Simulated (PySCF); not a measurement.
## Deuteron quadrupole couplings in `N#C[C@H]1C[C@@H](Cl)C1`

Species: C5H6ClN.
Structure used (GFN2-xTB), in Å, numbered top down from 1:
```xyz
13
C5H6ClN angstrom
N      3.074   -0.525    0.252
C      2.039   -0.199   -0.108
C      0.727    0.198   -0.535
C     -0.350   -0.914   -0.525
C     -1.285    0.037    0.230
Cl    -2.089   -0.641    1.663
C     -0.110    0.980    0.505
H      0.799    0.712   -1.496
H     -0.695   -1.257   -1.497
H     -0.052   -1.770    0.077
H     -2.066    0.474   -0.392
H      0.283    0.872    1.514
H     -0.278    2.033    0.294
```

Level: PBE0/pcSseg-1 (PySCF, non-relativistic); Q(2H) = 0.00286 b; rigid geometry, the same for H and D, with no vibrational averaging.

Question: Give the electric field gradient Vzz (the principal value of largest size), its asymmetry and the 2H coupling at each hydrogen.

Answer: 
| atom | bonded to | bond length (Å) | Vzz (au) | η | χzz (kHz) |
| --- | --- | --- | --- | --- | --- |
| H8 | C3 | 1.092 | 0.2986 | 0.05 | 201 |
| H9 | C4 | 1.087 | 0.3119 | 0.01 | 210 |
| H10 | C4 | 1.088 | 0.3034 | 0.01 | 204 |
| H11 | C5 | 1.089 | 0.3001 | 0.06 | 202 |
| H12 | C7 | 1.088 | 0.3033 | 0.01 | 204 |
| H13 | C7 | 1.087 | 0.3120 | 0.01 | 210 |

Question: Give the 2H NMR doublet splittings at H13 for a magnetic field along the z, y and x axes of the gradient: 3χ/2, 3χ(1 + η)/4, 3χ(1 − η)/4.

Answer: With |χ| = 209.6 kHz and η = 0.009: 314, 159 and 156 kHz, to first order and without motion.

The structure is a single GFN2-xTB conformer in the gas phase; no vibrational or solvent corrections. GFN2-xTB bond lengths can be off by several hundredths of an ångström, more for odd bonds, and the gradients follow them. These gradients aren't converged with respect to the basis.
